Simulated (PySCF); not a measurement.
Input for PySCF: D3(BJ) and D4 dispersion corrections on Cl3H (a complex), monomers drawn apart or pushed together.

```python
from pyscf import gto
from pyscf.dispersion import dftd3, dftd4

mol = gto.M(
    atom='''
    Cl    0.42443721   -0.56667185   -0.33204560
    H     0.01093015    0.62973644   -0.54126735
    Cl   -0.14595665    0.49892173    4.41555246
    Cl    0.12015003   -0.03088105    2.48218157
    ''',
    basis='def2-svp',
    charge=0, spin=0, verbose=0, max_memory=1800)
d3, d4 = {}, {}
for xc in ['hf', 'pbe', 'blyp', 'revpbe', 'tpss', 'r2scan', 'b3lyp', 'pbe0', 'bhlyp', 'camb3lyp', 'b2plyp']:
    d3[xc] = float(dftd3.DFTD3Dispersion(mol, xc=xc, version='d3bj', atm=False).get_dispersion()['energy'])
    print(f'D3(BJ) {xc:10s} {d3[xc]:14.8f} Eh')
for xc in ['hf', 'pbe', 'blyp', 'revpbe', 'tpss', 'r2scan', 'b3lyp', 'pbe0', 'bhlyp', 'camb3lyp', 'b2plyp']:
    d4[xc] = float(dftd4.DFTD4Dispersion(mol, xc={'camb3lyp': 'cam-b3lyp'}.get(xc, xc), atm=True).get_dispersion()['energy'])
    print(f'D4     {xc:10s} {d4[xc]:14.8f} Eh')
```

Output:

```
D3(BJ) hf            -0.02152646 Eh
D3(BJ) pbe           -0.00267094 Eh
D3(BJ) blyp          -0.00609208 Eh
D3(BJ) revpbe        -0.00647323 Eh
D3(BJ) tpss          -0.00350170 Eh
D3(BJ) r2scan        -0.00077050 Eh
D3(BJ) b3lyp         -0.00504197 Eh
D3(BJ) pbe0          -0.00243414 Eh
D3(BJ) bhlyp         -0.00420776 Eh
D3(BJ) camb3lyp      -0.00240007 Eh
D3(BJ) b2plyp        -0.00250275 Eh
D4     hf            -0.00916856 Eh
D4     pbe           -0.00268318 Eh
D4     blyp          -0.00587777 Eh
D4     revpbe        -0.00751156 Eh
D4     tpss          -0.00362148 Eh
D4     r2scan        -0.00064817 Eh
D4     b3lyp         -0.00439344 Eh
D4     pbe0          -0.00228433 Eh
D4     bhlyp         -0.00357666 Eh
D4     camb3lyp      -0.00235682 Eh
D4     b2plyp        -0.00187352 Eh
```

The run finished.

Cost: very roughly 0.020 core-seconds.
